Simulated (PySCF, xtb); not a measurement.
I3Si, SMILES I[Si](I)I (connectivity only; charge and spin as stated), charge +1, multiplicity 1.

Geometry optimised at B3LYP-D3(BJ)/def2-SVP. The multiplicity is an assumed one; no other spin state was optimised. The isomer is the one that the SMILES or the coordinates give; other isomers of the formula were not compared. The def2 effective core potentials stand for the cores of I; spin–orbit coupling is left out.

Calculation: IEF-PCM-M06-2X/def2-SVP (PySCF).

The values are the electrostatic part of the solvation free energy, E(continuum) − E(gas) at the gas-phase geometry, in a cavity of scaled van der Waals radii (PySCF's table); cavitation and dispersion terms are not included. In vacuum the orbital gap is 6.14 eV.

| solvent | ε | ΔG(elec) (kcal/mol) | gap (eV) |
|---|---|---|---|
| water | 78.36 | -49.7 | 6.26 |
| cyclohexanone | 15.62 | -47.0 | 6.25 |
| chlorobenzene | 5.70 | ? | ? |

**Question.** Some entries are withheld; supply them. (The exact figures need the calculation; the answer reports its results.)

**Answer.** 
- chlorobenzene, ΔG(elec) (kcal/mol): -41.3
- chlorobenzene, gap (eV): 6.23

For comparison, GFN2-xTB/ALPB(water) (xtb, at the GFN2-xTB geometry, all terms of that model) gives -34.4 kcal/mol.
